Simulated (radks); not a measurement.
Question: Si1.875+, configuration [Ne] 3s1.125 3p1 (fractional occupations, a model configuration). Calculated with a radial shooting solver on a logarithmic mesh with Libxc functionals: non-relativistic Kohn-Sham, PBEsol, spin-unpolarised, spherical densities, point nucleus. Some entries of the table are withheld. Estimate them.

orbital,occ.,eigenvalue (eV),<r^2> (bohr^2)
1s,2,-1799.131,0.01681
2s,2,(1),(2)
2p,6,-116.4626,(3)
3s,1.125,-27.7761,4.407
3p,1,(4),5.805

Answer: 
(1) 2s eigenvalue (eV): -159.4533
(2) 2s <r^2> (bohr^2): 0.3877
(3) 2p <r^2> (bohr^2): 0.3632
(4) 3p eigenvalue (eV): -19.8685
